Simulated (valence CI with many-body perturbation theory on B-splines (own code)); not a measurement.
## Energy levels of Ho XVIII

Level of theory: valence CI with perturbative core correlation (CI+MBPT): four valence electrons over a frozen Dirac-Fock core [Kr] 4d10, radial functions for each j: 8 s, 8 p, 9 d, 9 f, 6 g, 3 h, 2 i, with the one-electron correlation potential Σ1 (screened to all orders), the two-electron term Σ2, the three-electron term Σ3, Breit, model QED; selected single and double excitations, second order for the rest (own B-spline code, finite nucleus).

No measured spectrum was set against this ion. As an estimate, terms of the open shell hold to a few per cent of their energy, and close levels can change places. Core correlation moves these levels by up to 3400 cm⁻¹, and in measured spectra 5 to 20 % of such shifts remained as error; rates that hang on mixing are uncertain with them. Only levels of the ground parity were solved; by the run's estimate the other parity begins above the list, which can be wrong where configurations are misplaced.

Levels 1 to 45 of 63, with energies above the lowest level, 4f4 5I_4. "Leading %" is the weight of the configuration and term that name the level; weights of strongly mixed levels are sums over their largest components and can fall short. In the jj column 3d3/2^4 stands for four electrons in 3d with j = 3/2. Lifetimes count E1, E2, E3, M1 and M2 decay at the calculated energies, and are blank where another channel may lead or the interval is too uncertain; long ones can be off by a factor of two.

```
No.  Configuration  Term   J  E (eV)  Leading %      g  Lifetime              Leading jj
  1            4f4    5I   4  0.0000         93  0.613                    4f5/2^4 (43 %)
  2            4f4    5I   5  0.6493         96  0.903    118 ms    4f5/2^3 4f7/2 (69 %)
  3            4f4    5I   6   1.298         96  1.067   93.8 ms  4f5/2^2 4f7/2^2 (69 %)
  4            4f4    5I   7   1.924         93  1.166    121 ms  4f5/2^2 4f7/2^2 (47 %)
  5            4f4    5I   8   2.522         87  1.231    235 ms    4f5/2 4f7/2^3 (39 %)
  6            4f4    5F   1   3.263         89  0.055              4f5/2^3 4f7/2 (78 %)
  7            4f4    5F   2   3.308         75  1.020     229 s          4f5/2^4 (40 %)
  8            4f4    5F   3   3.724         87  1.219    436 ms    4f5/2^3 4f7/2 (63 %)
  9            4f4    5F   4   3.838         41  1.136   27.8 ms    4f5/2^3 4f7/2 (40 %)
 10            4f4    5S   2   3.928         81  1.869    1.09 s  4f5/2^2 4f7/2^2 (45 %)
 11            4f4    3K   6   4.250         95  0.865   19.3 ms  4f5/2^2 4f7/2^2 (50 %)
 12            4f4    5G   2   4.433         80  0.427    229 ms    4f5/2^3 4f7/2 (53 %)
 13            4f4    5F   5   4.541         69  1.323   75.6 ms  4f5/2^2 4f7/2^2 (50 %)
 14            4f4    5F   4   4.547         50  1.126   16.0 ms  4f5/2^2 4f7/2^2 (65 %)
 15            4f4    5G   3   4.607         63  0.887    105 ms    4f5/2^3 4f7/2 (89 %)
 16            4f4    3K   7   4.618         59  0.979   16.8 ms    4f5/2^3 4f7/2 (59 %)
 17            4f4    3K   8   5.070         35  1.052   19.0 ms    4f5/2^3 4f7/2 (67 %)
 18            4f4    3H   5   5.395         40  1.184   16.4 ms  4f5/2^2 4f7/2^2 (43 %)
 19            4f4    5G   4   5.497         71  1.059   15.9 ms  4f5/2^2 4f7/2^2 (76 %)
 20            4f4    3G   3   5.723         64  0.829   24.1 ms  4f5/2^2 4f7/2^2 (76 %)
 21            4f4    3D   2   5.783         45  1.183   14.9 ms  4f5/2^2 4f7/2^2 (49 %)
 22            4f4    3P   1   6.203         55  1.022   18.0 ms  4f5/2^2 4f7/2^2 (76 %)
 23            4f4    5G   5   6.204         62  1.173   19.9 ms  4f5/2^2 4f7/2^2 (47 %)
 24            4f4    3L   7   6.211         65  0.926   14.0 ms    4f5/2 4f7/2^3 (46 %)
 25            4f4    5G   6   6.314         60  1.260   26.1 ms  4f5/2^2 4f7/2^2 (47 %)
 26            4f4    3M   8   6.511         55  0.967   18.8 ms  4f5/2^2 4f7/2^2 (67 %)
 27            4f4    3L   8   6.528         55  1.026   35.4 ms  4f5/2^2 4f7/2^2 (76 %)
 28            4f4    1D   2   6.626         42  1.016   18.1 ms    4f5/2^3 4f7/2 (46 %)
 29            4f4    3L   9   6.628         57  1.067   41.4 ms  4f5/2^2 4f7/2^2 (88 %)
 30            4f4    3P   0   6.694        100           138 ms  4f5/2^2 4f7/2^2 (89 %)
 31            4f4    3D   3   6.740         69  1.278   29.7 ms  4f5/2^2 4f7/2^2 (72 %)
 32            4f4    3F   4   6.757         39  1.122   10.5 ms    4f5/2 4f7/2^3 (45 %)
 33            4f4    3H   6   6.901         55  1.210   32.9 ms    4f5/2 4f7/2^3 (44 %)
 34            4f4    3G   4   7.085         52  1.119   21.7 ms  4f5/2^2 4f7/2^2 (54 %)
 35            4f4    3I   5   7.129         66  0.903   19.6 ms    4f5/2^3 4f7/2 (56 %)
 36            4f4    3F   2   7.458         68  0.714   7.81 ms  4f5/2^2 4f7/2^2 (76 %)
 37            4f4    5D   0   7.625         91           236 ms  4f5/2^2 4f7/2^2 (53 %)
 38            4f4    3P   1   7.656         41  1.041   13.9 ms    4f5/2 4f7/2^3 (78 %)
 39            4f4    3I   6   7.765         77  1.042   16.6 ms  4f5/2^2 4f7/2^2 (51 %)
 40            4f4    3G   5   7.792         62  1.139   14.0 ms    4f5/2 4f7/2^3 (48 %)
 41            4f4    3P   2   7.813         40  1.158   15.0 ms    4f5/2 4f7/2^3 (65 %)
 42            4f4    3M  10   7.854         96  1.094    104 ms    4f5/2 4f7/2^3 (52 %)
 43            4f4    3I   7   7.869         85  1.120   23.7 ms  4f5/2^2 4f7/2^2 (59 %)
 44            4f4    3M   9   7.873         57  1.052   34.0 ms    4f5/2 4f7/2^3 (88 %)
 45            4f4    3F   3   7.927         69  1.148   12.6 ms    4f5/2 4f7/2^3 (72 %)
```

Names give the largest LS component (configuration and term), which can be under half, so a name can repeat, a term be missing and a line seem to break the LS rules; names also repeat where a configuration has a term twice.

Where two levels of one J and parity lie close, their mixing, g and order are uncertain.

The ionisation energy to 4f3 4I°_9/2 of the next ion comes out as 397.94 eV (NIST: 408 ± 20 eV (theoretical)). All 63 levels together are meant to be complete up to 10.778 eV.
